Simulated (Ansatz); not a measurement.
`CB[SiH3]` + `BO` → `BOB[SiH3]` + CH₄  (ligand exchange at a B–C bond)

Computed with Ansatz on PBE0-D4/def2-TZVP structures; ΔE is electronic, products minus reactants. CCSD(T)/CBS is the MP2 limit (def2-TZVPP, def2-QZVPP) plus CCSD(T) − MP2 in def2-TZVPP, frozen cores. This one scheme is used for every species. DFT in def2-TZVPP. One conformer a species, not always the lowest.

| level | ΔE (eV) |
| --- | --- |
| revPBE | -0.96 |
| CCSD/def2-SVP | -1.15 |
| SCS-MP2/def2-TZVPP | -1.13 |
| CCSD/CBS(def2) | -1.09 |

Problem. What does CCSD(T)/CBS give? (Estimate.)

Solution. The calculation gave: -1.08 eV. The listed levels differ from it by 0.12, -0.07, -0.05, -0.01 eV.

Largest T1 diagnostic among the species: 0.014.

From BLYP to BHLYP (50 % exact exchange), in def2-TZVPP and without D4, ΔE moves by −0.07 eV. In def2-TZVPP, CCSD(T) changes the Hartree–Fock value by +0.14 eV (the triples alone add +0.01 eV) and MP2 by +0.13 eV.
